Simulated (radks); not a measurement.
Sm30+, 32 electrons, occupied as [Ar] 3d10 4s2 4p2 (the NIST ground configuration).

All-electron calculation, Dirac Kohn-Sham, PBE, spin-unpolarised, spherical densities, point nucleus; open shells are shared between the two j in proportion to 2j + 1. Program: a radial shooting solver on a logarithmic mesh with Libxc functionals.

Energy parts (hartree):
| part | energy |
|---|---|
| total | -9962.8215 |
| kinetic | 10840.3742 |
| electron-nucleus | -23049.0849 |
| Hartree | 2442.4834 |
| exchange-correlation | -196.5942 |

Orbitals (lengths in bohr, moments of r in powers of bohr; <r^-3> diverges for s and p1/2):
orbital	occ.	eigenvalue (hartree)	<r^4>	<r^-3>	<r>	small-component weight
1s1/2	2	-1754.431	1.317e-06	-	0.02274	5.31e-02
2s1/2	2	-319.9226	0.0002097	-	0.09634	1.17e-02
2p1/2	2	-305.4831	0.0001303	-	0.08060	1.17e-02
2p3/2	4	-283.2570	0.0001679	8917	0.08719	1.09e-02
3s1/2	2	-99.32604	0.007792	-	0.2511	3.77e-03
3p1/2	2	-93.17091	0.007052	-	0.2404	3.71e-03
3p3/2	4	-88.52323	0.008448	1926	0.2524	3.50e-03
3d3/2	4	-78.01420	0.005987	323.7	0.2233	3.37e-03
3d5/2	6	-76.98888	0.006328	290.3	0.2271	3.31e-03
4s1/2	2	-45.29973	0.1239	-	0.5158	1.54e-03
4p1/2	0.666667	-42.78118	0.1277	-	0.5160	1.49e-03
4p3/2	1.33333	-41.37200	0.1454	594.1	0.5337	1.43e-03

The highest occupied level is 4p3/2 at -1125.8 eV. For comparison, the ionisation energy in NIST's Atomic Spectra Database is 1180 eV (theoretical). In exact Kohn-Sham theory the highest level is minus the ionisation energy, but local and semilocal functionals leave it too shallow, through self-interaction and a potential that decays too fast; potentials with the right tail come closer.

Beside tabulated values, note that spin-unpolarised runs miss the spin-polarisation part of the exchange energy of open shells.
